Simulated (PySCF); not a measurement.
C₅H₁₂Se.
SMILES with atom numbers: `[CH3:1][CH2:2][CH:3]([SeH:4])[CH2:5][CH3:6]` (hydrogens: H7, H8, H9 on C1; H10, H11 on C2; H12 on C3; H13 on Se4; H14, H15 on C5; H16, H17, H18 on C6)

Geometry (PBE0-D3(BJ)/def2-SVP, Å), atoms numbered from 1 in this order:
```xyz
18
C5H12Se angstrom
C     -2.558   -0.076    0.706
C     -1.399    0.367   -0.169
C     -0.029   -0.158    0.250
Se     0.068   -2.130    0.177
C      1.109    0.503   -0.523
C      2.505    0.200   -0.009
H     -2.654   -1.172    0.712
H     -2.415    0.252    1.749
H     -3.507    0.350    0.350
H     -1.584    0.082   -1.220
H     -1.338    1.470   -0.167
H      0.114    0.033    1.330
H     -0.135   -2.190   -1.280
H      1.026    0.223   -1.588
H      0.934    1.594   -0.488
H      3.268    0.721   -0.606
H      2.621    0.524    1.038
H      2.716   -0.879   -0.048
```

Computed with PySCF at PBE0/def2-SVPD, non-relativistic, on one gas-phase PBE0-D3(BJ)/def2-SVP geometry that isn't relaxed in the solvent. The solvent is an IEF-PCM continuum (cavity from Bondi-type radii × 1.2), and excitations are vertical TDDFT with non-equilibrium linear response and a frozen core. The model holds no explicit solvent molecules, cavitation or dispersion. Spin–orbit coupling is left out although an atom past zinc is present.

Gas-phase singlets (H = HOMO, L = LUMO):

```
state  E (eV)  λ (nm)      f  leading configurations
   S1   4.889     254  0.001                 H→L 98%
   S2   5.567     223  0.040               H→L+1 97%
   S3   6.274     198  0.016    H→L+2 84%, H→L+3 14%
   S4   6.479     191  0.006    H→L+3 84%, H→L+2 13%
   S5   6.747     184  0.008               H→L+4 96%
```

Question: Give the list for chloroform (ε = 4.711), n² = 2.09.

Answer: 
```csv
state,E (eV),λ (nm),f,leading configurations,change by rank (eV)
S1,4.974,249,0.000,H→L 98%,+0.085
S2,5.597,222,0.067,H→L+1 98%,+0.030
S3,6.418,193,0.014,"H→L+2 87%, H→L+3 11%",+0.144
S4,6.652,186,0.024,"H→L+3 86%, H→L+2 10%",+0.173
S5,6.801,182,0.026,H→L+4 95%,+0.054
```

Question: How does the list change in tetrahydrofuran (ε = 7.426)?

Answer: 
```tsv
state	E (eV)	λ (nm)	f	leading configurations	change by rank (eV)
S1	4.994	248	0.000	H→L 98%	+0.105
S2	5.609	221	0.068	H→L+1 98%	+0.042
S3	6.444	192	0.013	H→L+2 89%, H→L+3 10%	+0.170
S4	6.685	185	0.027	H→L+3 88%, H→L+2 9%	+0.206
S5	6.809	182	0.028	H→L+4 96%	+0.062
```

Question: The ground-state energy changes by -0.088 eV from gas to tetrahydrofuran. By how much does the total energy of gas-phase S1 change?

Answer: E(S1) = E(S0) + excitation energy, so it changes by -0.088 + 0.105 = +0.017 eV: it isn't lowered at all, while the ground state is. This is the vertical state, with the slow part of the continuum still set for S0.

Question: How do the frontier levels move from gas to tetrahydrofuran?

Answer: 
```json
{"orbital": "LUMO+2", "gas (eV)": "0.86", "solvent (eV)": "1.05", "change (eV)": "+0.19", "Löwdin shares, gas": "Se4 27 %, H12 10 %, H15 6 %, H11 6 %", "Löwdin shares, solvent": "Se4 44 %, H12 8 %, H17 6 %, H8 6 %"}
{"orbital": "LUMO+1", "gas (eV)": "0.41", "solvent (eV)": "0.44", "change (eV)": "+0.03", "Löwdin shares, gas": "Se4 58 %, H13 12 %, C3 8 %", "Löwdin shares, solvent": "Se4 59 %, H13 14 %, C3 5 %"}
{"orbital": "LUMO", "gas (eV)": "0.09", "solvent (eV)": "0.18", "change (eV)": "+0.09", "Löwdin shares, gas": "Se4 56 %, H13 16 %, C3 10 %", "Löwdin shares, solvent": "Se4 62 %, C3 13 %, H13 12 %"}
{"orbital": "HOMO", "gas (eV)": "-6.43", "solvent (eV)": "-6.46", "change (eV)": "-0.03", "Löwdin shares, gas": "Se4 74 %, C3 7 %, H13 6 %", "Löwdin shares, solvent": "Se4 74 %, C3 7 %, H13 6 %"}
{"orbital": "HOMO-1", "gas (eV)": "-8.44", "solvent (eV)": "-8.35", "change (eV)": "+0.09", "Löwdin shares, gas": "Se4 46 %, C3 16 %, C2 8 %, C5 8 %", "Löwdin shares, solvent": "Se4 45 %, C3 15 %, C2 9 %, C5 9 %"}
{"orbital": "HOMO-2", "gas (eV)": "-9.37", "solvent (eV)": "-9.18", "change (eV)": "+0.19", "Löwdin shares, gas": "C3 20 %, C5 12 %, C2 12 %, H12 12 %", "Löwdin shares, solvent": "C3 20 %, C5 13 %, C2 13 %, H12 12 %"}
{"orbital": "HOMO-3", "gas (eV)": "-9.38", "solvent (eV)": "-9.22", "change (eV)": "+0.16", "Löwdin shares, gas": "C2 14 %, C5 14 %, C1 14 %, C6 14 %", "Löwdin shares, solvent": "C2 15 %, C5 14 %, C1 14 %, C6 14 %"}
```

The HOMO–LUMO gap goes from 6.52 to 6.64 eV. Rows go by rank; for LUMO+2 the atom shares or the degeneracy differ between the runs, so the row needn't follow one orbital.
